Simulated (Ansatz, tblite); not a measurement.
Spin states of the cluster Be₂Se₂ (the lowest singlet isomer of a short search), each relaxed with r2SCAN-D4/def2-TZVP in Ansatz. Electronic energies in the gas phase.

The xTB rows come from tblite. Correlated methods freeze 18 core orbitals; core or outer-core shells of Se are correlated, in sets that lack core-valence functions. In CCSD on the charge 0 triplet the largest single amplitude is 0.35, so its Hartree–Fock determinant may place the open shell otherwise than the density functionals do. The structure comes from a short search, and lower isomers may exist.

Singlet geometry (D2h within 0.1 Å):

Cartesian coordinates in Å:
```
Be 0.806 -0.559 -0.207
Be -0.806 0.559 0.207
Se -0.247 -0.922 1.527
Se 0.247 0.922 -1.527
```

Triplet geometry (D2h within 0.1 Å):

```xyz
4

Be   -0.475   -0.990    0.248
Be    0.475    0.990   -0.248
Se   -1.449    0.477   -0.876
Se    1.449   -0.477    0.876
```

Quintet geometry (D2h within 0.1 Å):

```xyz
4

Be   -0.5663   -1.2137   -0.3522
Be    0.5663    1.2137    0.3522
Se    0.1660   -0.5794    1.7297
Se   -0.1660    0.5794   -1.7297
```

⟨S²⟩: triplet 2.02 at PBE0-D4/def2-TZVP (pure 2.00), quintet 6.01 at PBE0-D4/def2-TZVP (pure 6.00).

Only these spin states were relaxed. The quintet has other bonds than the singlet, so the gap mixes isomer and spin.

```tsv
level	triplet − singlet (kcal/mol)	quintet − singlet (kcal/mol)	lowest of these
HF/def2-TZVPP	51.7	92.7	singlet
PBE-D4/def2-TZVP	43.2	133.9	singlet
r2SCAN-D4/def2-TZVP	45.3	133.1	singlet
r2SCANh-D4/def2-TZVP	46.9	132.0	singlet
PBE0-D4/def2-TZVP	48.9	133.2	singlet
RPA@PBE/def2-TZVP	43.3	124.8	singlet
```

(1) Estimate the rows for GFN1-xTB, HF/def2-TZVP, LDA (SPW92)/def2-TZVP, B2PLYP/def2-TZVP, MP2/def2-TZVPP, CCSD/def2-TZVPP.

Answers

(1) 
| level | triplet − singlet (kcal/mol) | quintet − singlet (kcal/mol) | lowest of these |
| --- | --- | --- | --- |
| GFN1-xTB | 31.9 | 120.8 | singlet |
| HF/def2-TZVP | 51.7 | 92.7 | singlet |
| LDA (SPW92)/def2-TZVP | 47.6 | 147.3 | singlet |
| B2PLYP/def2-TZVP | 52.0 | 136.9 | singlet |
| MP2/def2-TZVPP | 62.3 | 138.8 | singlet |
| CCSD/def2-TZVPP | 55.2 | 127.8 | singlet |

The xTB methods have no spin-polarisation term.
